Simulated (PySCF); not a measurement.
Compound: C3H5BClP.
SMILES with atom numbers: `[PH2:1][BH:2][C@@H:3]1[CH:4]=[C:5]1[Cl:6]` (hydrogens: H7, H8 on P1; H9 on B2; H10 on C3; H11 on C4)

Computed, not measured: PBE0-D3(BJ)/def2-SVP geometry optimisation, gas phase in PySCF.

**Question.** List the bond lengths, angles and torsions at this level.

**Answer.** 
```
        bond  length (Å)
       P1–B2       1.884
       B2–C3       1.550
       C3–C4       1.557
       C4=C5       1.284
      C5–Cl6       1.680
       C3–C5       1.511
P1–H7, P1–H8       1.421
       B2–H9       1.211
      C3–H10       1.104
      C4–H11       1.084
```

Bonds in one row agree within 0.01 Å and their mean is given. A selection of angles:
```
    angle  degrees
 B2–P1–H7    102.6
 B2–P1–H8    102.1
 H7–P1–H8     99.0
 P1–B2–C3    122.6
 P1–B2–H9    117.8
 C3–B2–H9    119.2
 B2–C3–C4    119.9
 B2–C3–C5    119.5
B2–C3–H10    118.5
 C4–C3–C5     49.5
C4–C3–H10    115.7
C5–C3–H10    115.5
 C3–C4–C5     63.4
C3–C4–H11    142.2
C5–C4–H11    154.4
C4–C5–Cl6    151.2
 C3–C5–C4     67.1
C3–C5–Cl6    141.7
```

Dihedral angles: P1–B2–C3–C4 -146° (anticlinal); B2–C3–C4–C5 -105° (anticlinal); C3–C4–C5–Cl6 180° (antiperiplanar); B2–C3–C5–C4 106° (anticlinal).

The 3 C–C bonds span 1.284 Å (C4=C5, drawn double) to 1.557 Å (C3–C4, drawn single), a spread of 0.273 Å. B2 (three-coordinate boron) is planar (angles 122.6°, 119.2° and 117.8°, sum 359.6°, 0.06 Å off the plane of its three neighbours). The 3-membered ring C3–C4–C5 has internal angles of 49.5° to 67.1°. P1 (three-coordinate phosphorus) is pyramidal (angles 102.6°, 102.1° and 99.0°, sum 303.7°, 0.70 Å off the plane of its three neighbours).

Point group: C1 (no symmetry element, even within 0.4 Å). No frequency check. One conformer, not necessarily the lowest (H–P1–B2–C3 -41° and -143°, P1–B2–C3–C4 -146°).
